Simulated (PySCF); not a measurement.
Species: C4H5BrClFSi2.
Cartesian coordinates in Å at the PBE0-D3(BJ)/def2-SVP level; atoms count from 1:
```xyz
14
C4H5BrClFSi2 angstrom
F      1.3562    2.6187   -0.2633
C      0.6527    1.4873   -0.1246
C     -0.6552    1.5386    0.1580
Si    -1.7124    0.0310    0.3645
Cl    -3.2256    0.0620   -1.0564
C     -0.7184   -1.5277    0.1064
C      0.5963   -1.5720   -0.1781
Si     1.6823   -0.0725   -0.3713
Br     3.2713   -0.0994    1.1868
H     -1.1063    2.5347    0.2625
H     -2.3883    0.0184    1.6905
H     -1.2661   -2.4775    0.1916
H      1.0784   -2.5519   -0.3046
H      2.3675   -0.0255   -1.6901
```

Computed with PySCF at B3LYP/def2-SVPD, non-relativistic, on one gas-phase PBE0-D3(BJ)/def2-SVP geometry that isn't relaxed in the solvent. The solvent is an IEF-PCM continuum (van der Waals radii × 1.2). Only the electrostatic response of the medium enters. Spin–orbit coupling is left out although an atom past zinc is present.

Gas phase at B3LYP/def2-SVPD: HOMO -8.00 eV, LUMO -2.23 eV, dipole 1.51 D.

What does the continuum do to the energy, the frontier levels and the dipole at B3LYP/def2-SVPD in water?

```tsv
solvent	ε	E(solvent) − E(gas) (kcal/mol)	polarisation term (kcal/mol)	distortion of the solute (kcal/mol)	HOMO (eV)	LUMO (eV)	dipole (D)
water	78.36	-3.85	-4.51	0.66	-7.83	-1.98	2.08
```

The first energy column is the sum of the next two and covers electrostatics alone.

Which radius a makes the point-dipole formula ΔE = −[(ε − 1)/(2ε + 1)]·μ²/a³ give the value in water, with the gas-phase dipole?

μ = 0.595 au and |ΔE| = 0.00613 Eh give a = 1.61 Å; the farthest nucleus lies 3.49 Å from the centroid of the nuclei, so such a sphere wouldn't even hold the nuclei. The formula assumes a rigid point dipole at the centre of a sphere.

Give the dipole vector in the frame of the coordinates (D, pointing from negative to positive charge), gas and water.

Gas (-0.34, -1.46, 0.18), solvent (-0.58, -1.99, 0.21). Its length changes by +38 % and its direction by 3°.

How does the static polarisability (B3LYP/def2-SVPD, frozen core, with the continuum's full static response) change?

```tsv
medium	isotropic (au)	principal values (au)	⟨r²⟩ of the electrons (bohr²)
gas	132.5	104.0, 115.5, 178.1	3212.8
water	186.3	151.9, 163.0, 243.9	3214.3
```

The isotropic value in water is 1.41 times the gas-phase one; no cavity-field correction is applied. ⟨r²⟩ is taken about the centre of nuclear charge.
